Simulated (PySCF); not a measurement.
H2S2, charge +1, doublet, geometry from GFN2-xTB (a state made from the parent by changing its charge; the spin is typed, not shown lowest). Base run: PySCF with PBE/STO-3G.

PySCF was given this input:
```python
from pyscf import gto, scf, dft

mol = gto.M(
    atom='''
S    -0.809559   -0.037650    0.594607
S     0.809559    0.037650   -0.594607
H    -1.718631   -0.081268   -0.405146
H     1.718631    0.081268    0.405146
''',
    basis='sto-3g',
    charge=1,
    spin=1,
    verbose=4,
)

mf = dft.UKS(mol)
mf.xc = 'pbe'
mf.kernel()
mo_i, mo_e, stable_i, stable_e = mf.stability(internal=True, external=False, return_status=True, nroots=6, tol=1e-6)
print('internally stable:', stable_i, ' externally stable:', stable_e)
if not stable_i:
    umf = mf.copy()
    umf.scf_summary = {}
    umf.kernel(umf.make_rdm1(mo_i, mf.mo_occ))
```

The bond that is stretched is that between atoms 3 and 1. A test that says stable can miss a lower solution.

The base run was repeated with changes; each row names its change, and settings that it needs were set with it.

```json
[
 {"change": "base", "ΔE vs base (kcal/mol)": "0.000", "<S^2>": "0.750", "stability test says": "internally stable (external not tested)", "outcome": "converged"},
 {"change": "bond × 1.25", "ΔE vs base (kcal/mol)": "17.84", "<S^2>": "0.751", "stability test says": "internally stable (external not tested)", "outcome": "converged"},
 {"change": "bond × 1.5", "ΔE vs base (kcal/mol)": "53.42", "<S^2>": "0.764", "stability test says": "internally stable (external not tested)", "outcome": "converged"},
 {"change": "bond × 1.8", "ΔE vs base (kcal/mol)": "89.6", "<S^2>": "0.762", "stability test says": "internal instability", "outcome": "converged"},
 {"change": "bond × 2.2", "ΔE vs base (kcal/mol)": "93.6", "<S^2>": "1.556", "stability test says": "internally stable (external not tested)", "outcome": "converged"},
 {"change": "bond × 3.0", "ΔE vs base (kcal/mol)": "-", "<S^2>": "-", "stability test says": "-", "outcome": "not converged"}
]
```

On stretching, the SCF can end on different states; <S^2> shows the spin contamination of each.
